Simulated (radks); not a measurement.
Problem. The arsenic ion As4+ is in [Ar] 3d10 4s1. Calculated with a radial shooting solver on a logarithmic mesh with Libxc functionals: Dirac Kohn-Sham, relativistic LDA (MacDonald-Vosko exchange, VWN5 correlation), spin-unpolarised, spherical densities, finite nucleus; Fermi nuclear charge, rms radius of each element as measured or else 0.836 A^(1/3) + 0.57 fm. Sub-shells are occupied by j as written (lower j first in brackets). One electron is removed from 3p3/2, 4s1/2, 3d5/2, 3d3/2 in turn, with full relaxation. Which removal costs least, and what does each cost?

Solution. 4s1/2 63.724 eV; 3d5/2 104.46 eV; 3d3/2 105.26 eV; 3p3/2 196.31 eV. The 4s1/2 electron leaves first.
